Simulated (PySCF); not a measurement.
CH3Mg, SMILES [CH3][Mg], multiplicity 2. Atoms are numbered in the order given.

```xyz
5

Mg     0.0000     0.0000    -0.9636
C      0.0000     0.0000     1.1547
H      0.8855     0.5113     1.5450
H      0.0000    -1.0225     1.5450
H     -0.8855     0.5113     1.5450
```
Charge 0, spin multiplicity 2.

The structure is a stationary point at r2SCAN-D4/def2-TZVP. The spin state was assumed, not searched. The isomer is the one that the SMILES or the coordinates give; other isomers of the formula were not compared.

Method: PBE/def2-TZVPD (PySCF).

Gas-phase values at a fixed geometry.

Problem. Estimate the frontier levels, dipole moment and polarisability. (Estimate from the structure and the level; the computed values follow.)

Solution. 
The α spin, highest occupied and lowest empty level comes out as -3.90 and -1.44 eV. The β spin, highest occupied and lowest empty level comes out as -5.97 and -2.74 eV. The dipole moment comes out as 0.69 D and the quadrupole, principal values (traceless, Buckingham form, about the centre of nuclear charge) comes out as -5.66, 2.83, 2.83 D·Å. The mean static polarisability is 82.6 bohr³ (12.25 Å³) and the polarisability, principal values comes out as 78.0, 78.0, 91.9 bohr³. The ⟨S²⟩ is 0.752 (pure state 0.75).
